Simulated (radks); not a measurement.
The numbers below are computed, except where a source is named.
Coulomb parameter of the 5d shell of the tungsten ion W2+ in the model configuration [Xe] 4f14 5d2.5 6s1.5, as a second difference U = [E(n + 0.25) + E(n - 0.25) - 2 E(n)] / (0.25)^2 with all orbitals relaxed. "Bare": the charge of the atom changes with n. "Screened": the 6s shell takes up the change at fixed total charge, which measures U(5d,5d) + U(6s,6s) - 2 U(5d,6s). Level of theory: scalar-relativistic Kohn-Sham, r2SCAN, spin-unpolarised, spherical densities, finite nucleus; meta-GGA in the generalised Kohn-Sham scheme; Fermi nuclear charge, rms radius 5.3658 fm (a radial shooting solver on a logarithmic mesh with Libxc functionals).

case,configuration,E - E(n) (eV)
start,[Xe] 4f14 5d2.5 6s1.5,0.000
bare +0.25,[Xe] 4f14 5d2.75 6s1.5,-5.415
bare -0.25,[Xe] 4f14 5d2.25 6s1.5,6.108
screened +0.25,[Xe] 4f14 5d2.75 6s1.25,-0.468
screened -0.25,[Xe] 4f14 5d2.25 6s1.75,0.507

U(bare) = 11.090 eV, U(screened by 6s) = 0.615 eV, against the Slater integral F0(5d,5d) = 13.790 eV with frozen orbitals.
